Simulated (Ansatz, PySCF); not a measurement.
This PySCF input computes a BLYP/def2-TZVPD energy:

```python
from pyscf import gto, scf, dft

mol = gto.M(
    atom='''
    C     1.89197080   -0.33147804   -0.18909962
    Ge   -0.06508112   -0.06539161   -0.07450042
    O    -1.17119440   -0.89498806   -1.04345657
    O    -0.19311462    1.76404256   -0.28218598
    O    -0.36337384   -0.35229283    1.72412806
    H     2.24356298   -0.08245177   -1.19118382
    H     2.39090289    0.31481519    0.53497497
    H     2.13991369   -1.37082055    0.03020689
    H    -1.00339806    1.88128744   -0.79046181
    H    -1.21874759   -0.79552393    1.74719088
    ''',
    basis='def2-tzvpd',
    charge=-1,
    spin=0,
    verbose=4,
)

mf = dft.RKS(mol, xc='blyp').density_fit(auxbasis='def2-universal-jkfit')
mf.grids.level = 3
mf.conv_tol = 1e-9
mf.max_cycle = 100
mf.max_memory = 1500
mf.kernel()
if not mf.converged:
    mf = mf.newton()
    mf.kernel(mf.make_rdm1())
mf.analyze()
```

### Question
Write an input for the same energy in Ansatz (a program for electronic structure) and say what it gives.

### Answer

Ansatz 0.2 input:
```yaml
crystal:
  periodic: [false, false, false]
  atoms:
    - {symbol: C, position_ang: [1.89197080, -0.33147804, -0.18909962]}
    - {symbol: Ge, position_ang: [-0.06508112, -0.06539161, -0.07450042]}
    - {symbol: O, position_ang: [-1.17119440, -0.89498806, -1.04345657]}
    - {symbol: O, position_ang: [-0.19311462, 1.76404256, -0.28218598]}
    - {symbol: O, position_ang: [-0.36337384, -0.35229283, 1.72412806]}
    - {symbol: H, position_ang: [2.24356298, -0.08245177, -1.19118382]}
    - {symbol: H, position_ang: [2.39090289, 0.31481519, 0.53497497]}
    - {symbol: H, position_ang: [2.13991369, -1.37082055, 0.03020689]}
    - {symbol: H, position_ang: [-1.00339806, 1.88128744, -0.79046181]}
    - {symbol: H, position_ang: [-1.21874759, -0.79552393, 1.74719088]}
basis:
  gaussian:
    orbitals: def2-TZVPD
hamiltonian:
  xc: {name: BLYP}
total_charge: -1
output: {forces: true}
```
It gives -2344.04201 Eh, and PySCF -2344.04214 Eh, a difference of 0.13 mEh, from the treatment of integrals and grids.

It need not be the lowest isomer of its formula. Whether it binds its extra electron was not tested at this geometry.
